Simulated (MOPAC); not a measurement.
MOPAC input (PM3):

```
PM3 1SCF GEO-OK AUX(PRECISION=9) THREADS=1
CHNO

N    -1.10139600 1    0.28069552 1    0.24706094 1
C     0.04274511 1   -0.02393513 1   -0.00078960 1
O     1.14816135 1   -0.19903996 1   -0.32068421 1
H    -1.73198952 1   -0.22893827 1    0.84078472 1
```

Output:

```
 *******************************************************************************
 **                                                                           **
 **                              MOPAC v23.2.5                                **
 **                                                                           **
 *******************************************************************************
 ** MOPAC's Digital Object Identifier: https://doi.org/10.5281/zenodo.6511958 **
 **                                                                           **
 ** Please cite the open-source release paper for use of this MOPAC version:  **
 ** J. E. Moussa and J. J. P. Stewart (2026)                                  **
 ** MOPAC: An open-source semiempirical molecular orbital program             **
 ** J. Open Source Softw., 11(119), 8025, https://doi.org/10.21105/joss.08025 **
 *******************************************************************************

                              PM3 CALCULATION RESULTS

 *******************************************************************************
 *  PM3        - The PM3 Hamiltonian to be used
 *  GEO-OK     - OVERRIDE INTERATOMIC DISTANCE AND OTHER SAFETY CHECKS
 *  1SCF       - DO 1 SCF AND THEN STOP
 *  AUX        - OUTPUT AUXILIARY INFORMATION
 *******************************************************************************
PM3 1SCF GEO-OK AUX(PRECISION=9) THREADS=1
 CHNO

   ATOM   CHEMICAL          X               Y               Z
  NUMBER   SYMBOL      (ANGSTROMS)     (ANGSTROMS)     (ANGSTROMS)

     1       N         -1.10139600  *   0.28069552  *   0.24706094  *
     2       C          0.04274511  *  -0.02393513  *  -0.00078960  *
     3       O          1.14816135  *  -0.19903996  *  -0.32068421  *
     4       H         -1.73198952  *  -0.22893827  *   0.84078472  *

          CARTESIAN COORDINATES

    NO.       ATOM           X           Y           Z

     1         N         -1.1014      0.2807      0.2471
     2         C          0.0427     -0.0239     -0.0008
     3         O          1.1482     -0.1990     -0.3207
     4         H         -1.7320     -0.2289      0.8408

  H: (PM3): J. J. P. STEWART, J. COMP. CHEM. 10, 209 (1989).
  C: (PM3): J. J. P. STEWART, J. COMP. CHEM. 10, 209 (1989).
  N: (PM3): J. J. P. STEWART, J. COMP. CHEM. 10, 209 (1989).
  O: (PM3): J. J. P. STEWART, J. COMP. CHEM. 10, 209 (1989).

           Empirical Formula: C H N O  =     4 atoms

      MOLECULAR POINT GROUP   :   Cs

      RHF CALCULATION, NO. OF DOUBLY OCCUPIED LEVELS = 8

 -------------------------------------------------------------------------------
 PM3 1SCF GEO-OK AUX(PRECISION=9) THREADS=1
 CHNO

     1SCF WAS SPECIFIED, SO BFGS WAS NOT USED
     SCF FIELD WAS ACHIEVED

                              PM3 CALCULATION
                                                       MOPAC v23.2.5 Linux

          FINAL HEAT OF FORMATION =        -12.70412 KCAL/MOL =     -53.15403 KJ/MOL

          COSMO AREA              =         70.07 SQUARE ANGSTROMS
          COSMO VOLUME            =         51.43 CUBIC ANGSTROMS

          IONIZATION POTENTIAL    =         10.647947 EV
          HOMO LUMO ENERGIES (EV) =        -10.648  0.672
          NO. OF FILLED LEVELS    =          8
          MOLECULAR WEIGHT        =         43.0250         POINT GROUP:  Cs

          MOLECULAR DIMENSIONS (Angstroms)

            Atom       Atom       Distance
            H     4    O     3     3.10567
            O     3    N     1     0.59240
            C     2    N     1     0.00000

          SCF CALCULATIONS        =          1

   ATOM   CHEMICAL          X               Y               Z
  NUMBER   SYMBOL      (ANGSTROMS)     (ANGSTROMS)     (ANGSTROMS)

     1       N         -1.10139600  *   0.28069552  *   0.24706094  *
     2       C          0.04274511  *  -0.02393513  *  -0.00078960  *
     3       O          1.14816135  *  -0.19903996  *  -0.32068421  *
     4       H         -1.73198952  *  -0.22893827  *   0.84078472  *

                             CARTESIAN COORDINATES

   1    N       -1.101396000     0.280695520     0.247060940
   2    C        0.042745110    -0.023935130    -0.000789600
   3    O        1.148161350    -0.199039960    -0.320684210
   4    H       -1.731989520    -0.228938270     0.840784720

           Empirical Formula: C H N O  =     4 atoms

      MOLECULAR POINT GROUP   :   Cs

                  EIGENVALUES
 -38.64940 -31.41351 -19.78551 -18.00594 -16.36660 -15.91064 -11.11695 -10.64795
   0.67165   1.63702   1.93229   4.65080   7.83767

              NET ATOMIC CHARGES AND DIPOLE CONTRIBUTIONS

  ATOM NO.   TYPE          CHARGE      No. of ELECS.   s-Pop       p-Pop
    1          N          -0.189575        5.1896     1.50252     3.68706
    2          C           0.277082        3.7229     1.22505     2.49787
    3          O          -0.238706        6.2387     1.84219     4.39651
    4          H           0.151199        0.8488     0.84880
 DIPOLE           X         Y         Z       TOTAL
 POINT-CHG.    -1.514    -0.226     0.752     1.706
 HYBRID         0.142    -0.753     0.452     0.890
 SUM           -1.372    -0.979     1.204     2.071

          ATOMIC ORBITAL ELECTRON POPULATIONS

     Atom    s        px        py        pz
    1  N   1.50252   0.98311   1.33917   1.36478
    2  C   1.22505   0.89777   0.77155   0.82854
    3  O   1.84219   1.21038   1.57801   1.60811
    4  H   0.84880

 **********************
 *                    *
 * JOB ENDED NORMALLY *
 *                    *
 **********************

 == MOPAC DONE ==
```
